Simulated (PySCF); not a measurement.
Radial density of Se²⁴⁺ (selenium, charge +24)

BLYP, [Ne], closed-shell 1S. Computed with PySCF 2.14 in an even-tempered Gaussian basis (18 s from 6.5 bohr⁻², ratio 2.2; 11 p from 8.5 bohr⁻², ratio 2.2; 6 d from 40 bohr⁻², ratio 2.4; 5 f from 60 bohr⁻², ratio 2.4; 5 g from 90 bohr⁻², ratio 2.4), with the non-relativistic Hamiltonian (point nucleus).

| r (bohr) | 4πr²ρ (e/bohr) |
| --- | --- |
| 0.000618 | 0.1231 |
| 0.00104 | 0.3385 |
| 0.00175 | 0.9126 |
| 0.00294 | 2.381 |
| 0.00494 | 5.878 |
| 0.00831 | 13.23 |
| 0.0140 | 25.51 |
| 0.0235 | 38.23 |
| 0.0396 | 39.48 |
| 0.0665 | 32.24 |
| 0.112 | 41.35 |
| 0.188 | 37.08 |
| 0.317 | 7.677 |
| 0.533 | 0.1377 |
| 0.896 | 5.320e-05 |
